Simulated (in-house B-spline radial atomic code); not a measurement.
**BP86 excitations of C4+**

Method: BP86. Computed with an all-electron radial atomic-structure program (B-spline basis): linear response of the closed shell 1s2 with the functional's adiabatic kernel; non-relativistic, point nucleus, no spin-orbit coupling, no double excitations, S, P, D and F terms only.

Command:
```bash
python run_td.py task.json out
```
Settings (radii: box in bohr, nucleus in fm):
```
Z                        6
electrons                2
configuration            1s2
hamiltonian              nr
method                   b88,p86
box_radius               19.1
intervals                47
```

Run time, properties included: 0.1 s on 1 thread of Arm Neoverse N1 (shared host).

The lowest states, in the order of their Tamm-Dancoff energies; the method's threshold (minus the highest occupied level) is 358.01 eV. Labels give the largest channel, * marks a mixed state, and oscillator strengths are full-response dipole values. Semilocal kernels can invert the small singlet-triplet splittings of Rydberg terms. Energies in eV:

```json
{"state": "1s → 2s 3S", "full response": "?", "Tamm-Dancoff": "?", "oscillator strength": "-"}
{"state": "1s → 2s 1S", "full response": "291.51", "Tamm-Dancoff": "291.59", "oscillator strength": "-"}
{"state": "1s → 2p 3P", "full response": "293.16", "Tamm-Dancoff": "293.19", "oscillator strength": "-"}
{"state": "1s → 2p 1P", "full response": "295.93", "Tamm-Dancoff": "295.95", "oscillator strength": "0.54"}
{"state": "1s → 3s 3S", "full response": "329.50", "Tamm-Dancoff": "329.51", "oscillator strength": "-"}
{"state": "1s → 3s 1S", "full response": "330.65", "Tamm-Dancoff": "330.67", "oscillator strength": "-"}
{"state": "1s → 3p 3P", "full response": "?", "Tamm-Dancoff": "?", "oscillator strength": "-"}
{"state": "1s → 3p 1P", "full response": "331.95", "Tamm-Dancoff": "331.95", "oscillator strength": "0.119"}
{"state": "1s → 3d 1D", "full response": "332.50", "Tamm-Dancoff": "332.50", "oscillator strength": "-"}
{"state": "1s → 3d 3D", "full response": "332.53", "Tamm-Dancoff": "332.53", "oscillator strength": "-"}
{"state": "1s → 4s 3S", "full response": "342.69", "Tamm-Dancoff": "342.69", "oscillator strength": "-"}
{"state": "1s → 4s 1S", "full response": "343.12", "Tamm-Dancoff": "343.12", "oscillator strength": "-"}
{"state": "1s → 4p 3P", "full response": "343.38", "Tamm-Dancoff": "343.39", "oscillator strength": "-"}
{"state": "1s → 4p 1P", "full response": "343.66", "Tamm-Dancoff": "343.67", "oscillator strength": "0.0433"}
{"state": "1s → 4d 1D", "full response": "343.96", "Tamm-Dancoff": "343.96", "oscillator strength": "-"}
{"state": "1s → 4d 3D", "full response": "343.97", "Tamm-Dancoff": "343.97", "oscillator strength": "-"}
```

Where does 1s → 3p 3P lie?

At 331.22 eV in full response, 331.22 eV in Tamm-Dancoff.

Where does 1s → 2s 3S lie?

At 286.93 eV in full response, 286.95 eV in Tamm-Dancoff.

How large is the singlet-triplet splitting of 1s → 2s (S terms) in Tamm-Dancoff?

4.64 eV, from the unrounded values.

What polarisabilities and dispersion coefficient does the method give?

Dipole 0.009235 bohr³, quadrupole 0.001113 bohr⁵, C6 0.0008364 hartree·bohr⁶ for two such species.
